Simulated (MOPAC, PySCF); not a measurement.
C₁₀H₈SSi, SMILES `C#Cc1c([SiH3])ccc2sccc12`, neutral singlet in the gas phase. 

Cartesian coordinates (Å):
SMILES: C#Cc1c([SiH3])ccc2sccc12
```xyz
20

C     -0.4535     2.9328    -1.1126
C     -0.2920     1.7956    -0.6810
C     -0.1255     0.4703    -0.1775
C     -1.2578    -0.3233     0.1475
Si    -3.0047     0.3633    -0.0826
C     -1.0623    -1.6361     0.6463
C      0.2130    -2.1815     0.8310
C      1.3277    -1.3903     0.5068
S      3.0157    -1.8354     0.6451
C      3.5141    -0.2757     0.0385
C      2.4602     0.5530    -0.2584
C      1.1872    -0.0631     0.0016
H     -0.6024     3.9338    -1.4925
H     -3.9731    -0.7071     0.3451
H     -3.2704     0.7169    -1.5201
H     -3.2278     1.5893     0.7596
H     -1.9413    -2.2497     0.8977
H      0.3370    -3.2027     1.2200
H      4.5856    -0.0625    -0.0644
H      2.5702     1.5725    -0.6503
```
Charge 0, multiplicity 1.

All levels are single points at this geometry (PBE-D3(BJ)/def2-SVP); Pople sets use spherical d functions. Orbital energies aren't observables, and empty levels follow the basis.

| level | HOMO (eV) | LUMO (eV) | gap (eV) | dipole (D) | vertical IE, Delta-SCF (eV) |
|---|---|---|---|---|---|
| PBE-D3(BJ)/def2-TZVP in PySCF | -5.52 | -2.44 | 3.08 | 1.26 | 7.71 |
| B3LYP/6-31G* in PySCF | -5.91 | -1.43 | 4.48 | 1.12 | 7.61 |
| BP86/6-31G* in PySCF | -5.33 | -2.17 | 3.16 | 1.21 | – |
| M06-2X/6-31G* in PySCF | -7.15 | -0.59 | 6.55 | 1.00 | – |
| PBE/6-31G* in PySCF | -5.24 | -2.08 | 3.16 | 1.20 | 7.50 |
| HF/3-21G in PySCF | -8.14 | 1.96 | 10.10 | 0.84 | – |
| HF/6-31G* in PySCF | -7.93 | 2.03 | 9.97 | 0.95 | – |
| HF/STO-3G in PySCF | -5.79 | 5.56 | 11.34 | 0.38 | – |
| PM6 in MOPAC | -8.58 | -0.70 | 7.88 | 0.47 | – |
